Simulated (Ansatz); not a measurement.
Stepwise reaction of `[O]=[Ta]([OH])([OH])[OH]` with hydrogen chloride, as a gas-phase model of exchange steps in deposition or etching. ΔE in kJ/mol; ΔG adds harmonic PBE0-D4 terms to CCSD(T)/CBS, at 1 bar.

Computed with Ansatz on PBE0-D4/def2-TZVP structures; ΔE is electronic, products minus reactants. CCSD(T)/CBS adds triple-zeta CCSD(T) − MP2 to the extrapolated MP2 energy (def2 sets, frozen cores). This one scheme is used for every species. DFT in def2-TZVPP. B3LYP here is the variant with VWN-RPA as its local correlation; programs differ in this. Elements past krypton have def2 core potentials. For Ta outer-core shells are correlated without core-valence functions, which leaves a few kJ/mol of doubt a bond. Each species was taken in one conformer, which may not be the lowest.

| step | reaction | PBE-D4 | B3LYP-D4 | ωB97M-V | CCSD(T)/CBS | ΔG(400 K) |
| --- | --- | --- | --- | --- | --- | --- |
| 1 | `[O]=[Ta]([OH])([OH])[OH]` + HCl → `[O]=[Ta]([OH])([OH])[Cl]` + H₂O | -40.6 | -37.4 | -37.6 | -42.5 | -33.1 |
| 3 | `[O]=[Ta]([OH])([Cl])[Cl]` + HCl → `[O]=[Ta]([Cl])([Cl])[Cl]` + H₂O | -24.2 | -21.6 | -19.9 | -27.3 | -16.9 |

(1) Give the row of step 2, `[O]=[Ta]([OH])([OH])[Cl]` + HCl → `[O]=[Ta]([OH])([Cl])[Cl]` + H₂O. (Estimate.)

(2) By hand: ΔE of the 3 steps together at CCSD(T)/CBS.

Results:

(1) The calculation gave: 
| step | reaction | PBE-D4 | B3LYP-D4 | ωB97M-V | CCSD(T)/CBS | ΔG(400 K) |
| --- | --- | --- | --- | --- | --- | --- |
| 2 | `[O]=[Ta]([OH])([OH])[Cl]` + HCl → `[O]=[Ta]([OH])([Cl])[Cl]` + H₂O | -32.0 | -28.9 | -28.3 | -34.5 | -26.0 |

(2) (-42.5) + (-34.5) + (-27.3) = -104.3 kJ/mol, or -34.8 kJ/mol a step.

In ΔE each step is higher than the one before. All are downhill at CCSD(T)/CBS. ΔG lies between -33.1 and -16.9 kJ/mol a step. PBE-D4 differs from CCSD(T)/CBS by 1.9 to 3.1 kJ/mol a step. Isolated molecules leave out the surface, adducts and barriers. Largest T1 diagnostic: 0.020.
